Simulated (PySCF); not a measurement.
Ge(OH)3(PH2) (GeH5O3P), SMILES [Ge]([OH])([OH])([PH2])[OH].

The structure is a stationary point at B3LYP-D3(BJ)/def2-SVP. One conformer was computed; it need not be the lowest.

All values below come from B3LYP-D3(BJ)/def2-SVP run with PySCF.

Frequencies are harmonic and unscaled.

Computed normal modes with their intensities:
| mode | ν (cm⁻¹) | IR (km/mol) | moving atoms (share of kinetic energy) |
|---|---|---|---|
| 1 | 71 | 26.6 | H 83 %, O 13 % |
| 2 | 99 | 52.1 | H 51 %, O 40 % |
| 3 | 136 | 9.4 | O 52 %, P 24 %, H 13 %, Ge 11 % |
| 4 | 161 | 54.3 | H 43 %, O 32 %, Ge 14 %, P 11 % |
| 5 | 186 | 23.0 | H 45 %, O 38 %, Ge 15 % |
| 6 | 219 | 8.0 | H 53 %, O 40 % |
| 7 | 246 | 35.3 | O 47 %, H 32 %, P 15 % |
| 8 | 259 | 40.3 | O 48 %, H 42 % |
| 9 | 310 | 111.8 | H 62 %, O 34 % |
| 10 | 370 | 44.8 | P 53 %, Ge 32 %, O 8 % |
| 11 | 665 | 23.0 | H 81 %, O 9 %, P 8 % |
| 12 | 691 | 82.5 | O 81 %, Ge 10 %, H 9 % |
| 13 | 705 | 56.3 | H 64 %, O 30 % |
| 14 | 714 | 67.8 | O 56 %, H 25 %, Ge 18 % |
| 15 | 726 | 91.9 | O 66 %, Ge 23 %, H 11 % |
| 16 | 870 | 53.0 | H 91 % |
| 17 | 895 | 127.6 | H 89 %, O 9 % |
| 18 | 908 | 99.7 | H 88 %, O 10 % |
| 19 | 1093 | 14.9 | H 97 % |
| 20 | 2382 | 30.1 | H 97 % |
| 21 | 2395 | 40.2 | H 97 % |
| 22 | 3819 | 78.9 | H 94 % |
| 23 | 3824 | 81.3 | H 94 % |
| 24 | 3840 | 72.4 | H 94 % |
